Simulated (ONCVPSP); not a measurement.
**Plane-wave convergence, ONCV potential for zirconium (Zr)**

```json
{
 "Element": "zirconium (Zr)",
 "Generator": "ONCVPSP 4.0.1",
 "Type": "optimised norm-conserving Vanderbilt (ONCV)",
 "Functional": "LDA (Perdew-Zunger)",
 "Relativity": "scalar-relativistic",
 "Frozen core": "[Ar] 3d10",
 "Valence charge": "12",
 "Reference configuration": "4s2 4p6 4d2 5s2",
 "Partial waves": "4s+5s: rc 1.90 bohr, ncon 4, nbas 7, qcut 5.9 1/bohr, 2 projectors; 4p: rc 1.65 bohr, ncon 4, nbas 8, qcut 7.4 1/bohr, 2 projectors, debl 2.8 Ha; 4d: rc 2.55 bohr, ncon 4, nbas 9, qcut 7.1 1/bohr, 1 projector",
 "Local potential": "polynomial inside 1.40 bohr (lpopt 4, dvloc0 -2 Ha)",
 "Core correction": "none"
}
```

Q: For each optimised wave give the share of its norm inside rc, the residual kinetic energy above qcut (Ha) and the cutoffs (Ha) for errors of 10, 1, 0.1 and 0.01 mHa per electron.

A:

```tsv
wave	norm inside rc	residual KE	10 mHa	1 mHa	0.1 mHa	0.01 mHa
4s	0.935	2.2e-05	9.5	13.1	15.8	24.1
5s	0.055	2.2e-05	4.6	12.0	15.5	21.8
4p	0.746	9.6e-06	7.7	18.7	23.4	27.6
p projector 2	0.076	2.5e-05	7.7	19.2	24.6	36.5
4d	0.672	2.1e-09	9.9	13.4	16.4	18.9
```

The occupied waves need 19 Ha and 23 Ha for 1 and 0.1 mHa.
